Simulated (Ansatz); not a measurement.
Hg3Te3. Charge 0, multiplicity 1. Geometry B3LYP-D4/def2-SVP.

```xyz
6

Hg   -0.082    2.826    0.535
Hg    0.733   -0.672   -1.636
Hg   -1.554   -0.326    0.509
Te   -1.941   -0.381   -2.233
Te    0.408   -1.076    2.311
Te    2.436   -0.370    0.514
```

In the def2 sets Hg, Te take a core potential; there is no spin–orbit coupling. Another isomer (singlet) lies 1.01 eV lower at PBE0-D4/def2-TZVP; other spin states weren't run for this one.

(1) Estimate the orbital energies around the gap (eV) in Ansatz with PBE-D4/def2-TZVP, r2SCAN-D4/def2-TZVP, PBE0-D4/def2-TZVP, ωB97X-V/def2-TZVP, ωB97M-V/def2-TZVP.

Results:

(1) 
```
orbital  PBE-D4/def2-TZVP  r2SCAN-D4/def2-TZVP  PBE0-D4/def2-TZVP  ωB97X-V/def2-TZVP  ωB97M-V/def2-TZVP
 HOMO−9             -9.87               -10.31             -11.75             -14.25             -14.29
 HOMO−8             -9.44                -9.74             -10.58             -12.91             -12.81
 HOMO−7             -8.15                -8.42              -9.11             -11.24             -11.13
 HOMO−6             -7.79                -8.06              -8.63             -10.46             -10.34
 HOMO−5             -7.00                -7.25              -7.94             -10.16             -10.07
 HOMO−4             -6.59                -6.82              -7.40              -9.21              -9.12
 HOMO−3             -6.37                -6.61              -7.17              -9.12              -9.03
 HOMO−2             -5.94                -6.18              -6.78              -8.67              -8.57
 HOMO−1             -5.44                -5.67              -6.39              -8.46              -8.36
   HOMO             -5.06                -5.25              -5.90              -7.89              -7.79
   LUMO             -3.86                -3.82              -3.24              -1.53              -1.63
 LUMO+1             -3.45                -3.40              -2.80              -1.08              -1.18
 LUMO+2             -3.13                -3.05              -2.38              -0.48              -0.62
 LUMO+3             -1.90                -1.71              -1.29               0.35               0.13
 LUMO+4             -1.62                -1.43              -1.00               0.60               0.35
 LUMO+5             -1.41                -1.20              -0.84               0.66               0.43
```
